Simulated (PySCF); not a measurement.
Job file and geometry (Å, from GFN2-xTB) of an NMR shielding run on `CO/C=C\B(F)F`, C3H5BF2O, PySCF 2.14.0, density-fitted response routines, GIAO PBE0/pcSseg-1 NMR shielding, non-relativistic, gas phase; density fitting, a coarse starting grid and PySCF grid level 2 are the driver's defaults:

```
$ OMP_NUM_THREADS=1 python probes_run.py task.json out

{"job": {"kind": "nmr", "xc": "PBE0", "basis": "pcSseg-1"}, "charge": 0, "multiplicity": 1}
C     -2.023158     0.207665    -0.681345
O     -0.660903     0.400206    -0.367608
C     -0.035620    -0.604864     0.248412
C      1.259344    -0.558185     0.605579
B      2.213813     0.621134     0.374810
F      3.481013     0.573483     0.765077
F      1.887261     1.759474    -0.211952
H     -2.354061     1.120754    -1.171265
H     -2.157459    -0.639439    -1.361045
H     -2.618653     0.043390     0.221976
H     -0.638730    -1.487940     0.453627
H      1.648351    -1.436363     1.097709
```

Q: What does the program print?

A: 
```
coarse grid: 10704 points
cycle   1  E = -416.5455170170  dE =  9.099e-01  |g| = 7.619e-01  |ddm| = 3.003e+00
cycle   2  E = -416.4710717241  dE =  7.445e-02  |g| = 1.046e+00  |ddm| = 1.126e+00
cycle   3  E = -416.6450165200  dE = -1.739e-01  |g| = 8.326e-02  |ddm| = 6.597e-01
cycle   4  E = -416.6461411973  dE = -1.125e-03  |g| = 4.150e-02  |ddm| = 7.833e-02
cycle   5  E = -416.6464620871  dE = -3.209e-04  |g| = 1.373e-02  |ddm| = 3.676e-02
cycle   6  E = -416.6465032002  dE = -4.111e-05  |g| = 3.263e-03  |ddm| = 1.366e-02
cycle   7  E = -416.6465057488  dE = -2.549e-06  |g| = 8.810e-04  |ddm| = 2.923e-03
final grid: 106112 points
cycle   8  E = -416.7059364945  dE = -4.640e-05  |g| = 1.092e-02  |ddm| = 2.065e-02
cycle   9  E = -416.7059115284  dE =  2.497e-05  |g| = 1.628e-02  |ddm| = 1.471e-02
cycle  10  E = -416.7059571896  dE = -4.566e-05  |g| = 1.783e-03  |ddm| = 1.001e-02
cycle  11  E = -416.7059578825  dE = -6.928e-07  |g| = 3.171e-04  |ddm| = 1.596e-03
cycle  12  E = -416.7059579014  dE = -1.896e-08  |g| = 1.594e-04  |ddm| = 3.657e-04
cycle  13  E = -416.7059579076  dE = -6.225e-09  |g| = 2.210e-05  |ddm| = 1.214e-04
cycle  14  E = -416.7059579077  dE = -1.094e-10  |g| = 4.525e-06  |ddm| = 2.008e-05
converged SCF energy = -416.7059579077

GIAO shielding tensors (ppm)
atom      isotropic    diamagn.    paramagn.     s11        s22        s33       span
  0 C      126.278     244.184    -117.906     93.141    101.358    184.335     91.194
  1 O      193.646     398.658    -205.012     36.335    244.089    300.513    264.178
  2 C        9.084     255.235    -246.151    -99.245     35.605     90.894    190.138
  3 C       92.787     258.858    -166.071     -5.331    117.858    165.833    171.164
  4 B       77.195     193.056    -115.861     61.239     81.481     88.864     27.625
  5 F      253.489     465.684    -212.195    107.135    299.977    353.355    246.220
  6 F      254.783     471.163    -216.380    101.502    294.280    368.569    267.067
  7 H       27.563      28.319      -0.756     23.814     25.953     32.923      9.109
  8 H       27.930      28.742      -0.812     24.608     25.843     33.340      8.732
  9 H       27.931      28.749      -0.818     24.610     25.844     33.339      8.729
 10 H       24.749      32.051      -7.302     22.561     23.482     28.204      5.644
 11 H       27.334      30.931      -3.597     25.585     26.839     29.579      3.994
```

Size and cost of the density-fitted run: 144 basis functions, 14 s wall time on 1 thread of an Intel Xeon Platinum 8488C, shared host; peak memory 0.69 GiB.
